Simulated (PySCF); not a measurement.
Input for PySCF: R-BP86/6-31G* on GaH4NO (SMILES [NH2][GaH][OH]), a point of a torsion scan.

```python
from pyscf import gto, scf, dft, mp
from pyscf.data.elements import chemcore

mol = gto.M(
    atom='''
    N     1.29626574   -0.51052690   -0.00885063
    Ga   -0.31452174    0.37443326   -0.01595966
    O    -1.46666665   -0.35403344    1.02574161
    H     1.75684165   -0.56387306    0.89558932
    H     1.99982165   -0.21820023   -0.68144022
    H    -0.71594800    1.56291253   -0.90441148
    H    -2.36861870   -0.24400291    1.31050503
    ''',
    basis='6-31g*',
    cart=True,
    charge=0, spin=0, verbose=3, max_memory=1800)
mf = dft.RKS(mol, xc='b88,p86')
mf.conv_tol = 1e-8
mf.max_cycle = 100
mf.kernel()
if not mf.converged:
    mf = mf.newton().run(mf.mo_coeff, mf.mo_occ)
```

Problem. Give the final energy of this run.

Solution. -2057.2388 hartree.
